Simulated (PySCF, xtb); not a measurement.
C₂H₄BF₂N, SMILES FB(/C=N/C)F.

GFN2-xTB run with xtb 6.7.1 at its own geometry gives an orbital gap of 2.36 eV and a dipole moment of 3.08 D.

Geometry optimised at B3LYP-D3(BJ)/def2-SVP. The structure was generated by enumeration; whether it is a known compound was not checked. The values are those of a single conformer.

Q: What does PBE/def2-TZVP in PySCF give? (An estimate is asked for; the answer gives what the named calculation found.)

A: gap 3.25 eV (levels -6.16 and -2.91 eV), dipole 2.46 D.
